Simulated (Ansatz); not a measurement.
# Ligand exchange: C2H4FI + BH2I → C2H3FI2 + BH3

Species: C2H4FI (1-fluoro-2-iodoethane) `FCCI`, singlet; BH2I `BI`, singlet; C2H3FI2 `FC(I)CI`, singlet; BH3 (borane) `B`, singlet. The partners trade H for I: C–H and B–I bonds give way to C–I and B–H.

Shapes, held fixed at every level: PBE0-D4/def2-TZVP. Flexible molecules stand in one conformer, not always the lowest. Programs: Ansatz 0.2.0. The zero-point and thermal change to 298 K, harmonic and unscaled (PBE0-D4/def2-TZVP), is -9.1 kJ/mol.

**Question.** Estimate ΔH(298 K) of this reaction.

**Answer.** The highest level, CCSD(T)/def2-TZVPP, gives ΔH(298 K) = +118.7 kJ/mol; the levels span +115.8 to +136.2. The column of differences is taken from that level and isn't an error. No measured value is set beside it here. For atoms past krypton def2 sets carry core potentials with scalar relativity. Outer-core shells of I are correlated, in sets that cover them unevenly.

```csv
level,kind,ΔH(298 K) (kJ/mol),less CCSD(T)/def2-TZVPP
HF/def2-SVP,Hartree–Fock,+136.2,+17.5
r2SCAN-D4/def2-TZVPP,meta-GGA,+115.8,-2.9
r2SCAN0-D4/def2-TZVPP,global hybrid,+120.9,+2.2
wB97X-V/def2-TZVPP,range-separated hybrid,+116.4,-2.3
B2PLYP/def2-TZVPP,double hybrid,+118.1,-0.6
MP2/def2-SVP,perturbation theory,+125.0,+6.3
MP2/def2-TZVPP,perturbation theory,+116.5,-2.2
CCSD(T)/def2-TZVPP,coupled cluster or CI,+118.7,0.0
```
